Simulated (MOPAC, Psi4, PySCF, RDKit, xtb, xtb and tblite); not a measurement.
Two geometries of SMILES [SiH2](N)[SiH2]N, singlet, relaxed at GFN2-xTB with one dihedral held; other torsions can differ between them too.

Structure A

```
12

N      2.2437    -0.6878    -0.1896
Si     0.9068    -0.0732     0.7136
Si     1.5783     0.6397     2.7946
N      0.1378     0.9592     3.6904
H      2.5094    -0.2749    -1.0650
H      3.0458    -1.0792     0.2723
H     -0.0957    -1.1578     0.7602
H      0.3323     0.9729    -0.1422
H      2.2961     1.9209     2.8593
H      2.4863    -0.3202     3.4695
H     -0.6058     0.2806     3.6802
H      0.2183     1.3522     4.6143
```

Structure B

```
12

N      2.2753    -0.6386    -0.1160
Si     0.8231    -0.1553     0.6864
Si     0.6570    -1.5095     2.5309
N     -0.7488    -0.9717     3.3787
H      2.5363    -0.1600    -0.9633
H      3.1021    -0.8031     0.4351
H     -0.2042    -0.3371    -0.3514
H      0.7885     1.2911     0.9937
H      1.7200    -1.3648     3.5381
H      0.6315    -2.9559     2.2224
H     -1.6041    -0.8310     2.8663
H     -0.9618    -1.3882     4.2708
```

Which is lower in energy at the level DF-MP2 (frozen core)/cc-pVTZ // GFN2-xTB run with Psi4, and by how much?

B is lower, by 1.59 kJ/mol (dihedral H5–N1–Si2–Si3: -120° in A, 180° in B).

E(B) − E(A) in kJ/mol at the other levels, on the same two geometries: GFN2-xTB (xtb and tblite) -5.72; MMFF94 // GFN2-xTB (RDKit) -1.55; B3LYP/def2-TZVP // GFN2-xTB (Psi4) 0.39; B3LYP-D3(BJ)/def2-TZVP // GFN2-xTB (Psi4) 0.12; PBE/def2-TZVP // GFN2-xTB (Psi4) 0.25; PBE-D3(BJ)/def2-TZVP // GFN2-xTB (Psi4) 0.11; wB97X-D/def2-TZVP // GFN2-xTB (Psi4) 0.03; HF/cc-pVTZ // GFN2-xTB (Psi4) -0.32; UFF // GFN2-xTB (RDKit) -9.97; PM7, restricted, heats of formation // GFN2-xTB (MOPAC) -0.31; PM6, restricted, heats of formation // GFN2-xTB (MOPAC) 8.39; GFN1-xTB // GFN2-xTB (xtb) 2.15; restricted B3LYP/6-31G*, spherical d // GFN2-xTB (PySCF) -0.37; restricted B3LYP/3-21G // GFN2-xTB (PySCF) 1.57; restricted Hartree-Fock/3-21G // GFN2-xTB (PySCF) 1.60; restricted B3LYP/6-311+G**, spherical d, density fitting // GFN2-xTB (PySCF) 0.78.

MMFF94 has few fitted parameters for silicon.
